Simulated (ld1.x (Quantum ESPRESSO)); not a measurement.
## Building the ultrasoft potential for indium (PBEsol, scalar-relativistic).

indium, ultrasoft, made with ld1.x (Quantum ESPRESSO) 7.5 (PBEsol, scalar-relativistic). Core [Kr] 4d10, reference 5s1 5p2. Waves: 5s (bound): rcut 1.65, rcutus 2.05 bohr; 5s channel at 0.2 Ry: rcut 1.65, rcutus 2.05 bohr; 5p (bound): rcut 2.35, rcutus 2.90 bohr; 5p channel at 0.4 Ry: rcut 2.35, rcutus 2.90 bohr; 5d channel at 0.5 Ry: rcut 2.30, rcutus 3.05 bohr. Local part: all-electron potential smoothed inside 2.10 bohr (lloc = -2). Core correction: a·sin(br)/r model core inside 1.40 bohr. Augmentation charge: built from norm-conserving waves at rcut, not smoothed further.

All-electron outer shells of the reference configuration (PBEsol, scalar-relativistic, ld1.x):

```tsv
shell	level (eV)	outermost node (bohr)	outermost maximum (bohr)
4p	-79.70	0.42	0.82
4d	-20.21	0.40	0.94
5s	-9.25	1.02	2.13
5p	-3.24	1.14	2.78
```

What the tests gave:

| Item | Value |
| --- | --- |
| Cutoffs needed | 8 Ry and 10 Ry (the cutoffs (Ry, on a coarse ladder) from which the occupation-weighted sum of valence levels, in a spherical-Bessel basis at the reference potential, stays within 10 and 1 mRy of its value at 400 Ry) |
| Ghost test | no extra level below or beside the all-electron valence levels (s, p, d, f tested) (spherical-Bessel basis up to 400 Ry, 20 bohr box) |
| Largest excitation error | -114 meV (all-electron minus pseudo) for 5s1 5p0, out of 7 test configurations |
| Lowest eigenvalue of the overlap operator | 0.41 (s channel) |

Generation and tests took about 1.2 s on one core of a shared server CPU.
